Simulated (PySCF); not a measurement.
Si(SiH3)2 (H₆Si₃), SMILES [SiH3][Si][SiH3] (connectivity only; charge and spin as stated), neutral, multiplicity 1. Atoms are numbered in the order given.

```xyz
9

Si     0.0000     0.0000     1.2423
Si    -1.6970    -0.0082    -0.4468
H     -1.8483     1.4612    -0.7249
H     -1.3468    -0.6834    -1.7350
H     -3.0188    -0.5253     0.0191
Si     1.6970     0.0082    -0.4468
H      1.8483    -1.4612    -0.7249
H      1.3468     0.6834    -1.7350
H      3.0188     0.5253     0.0191
```

Coordinates come from a B3LYP-D3(BJ)/def2-SVP optimisation.

All values below come from HF/def2-TZVPD run with PySCF.

- total energy: -870.24334 hartree
- point group: C2
- highest occupied level: -8.68 eV
- lowest empty level: -0.27 eV
- orbital gap: 8.41 eV
- dipole moment: 0.01 D
- quadrupole, principal values (traceless, Buckingham form, about the centre of nuclear charge): -4.21, -1.92, 6.13 D·Å
- mean static polarisability: 94.6 bohr³ (14.02 Å³)
- polarisability, principal values: 74.8, 97.3, 111.8 bohr³
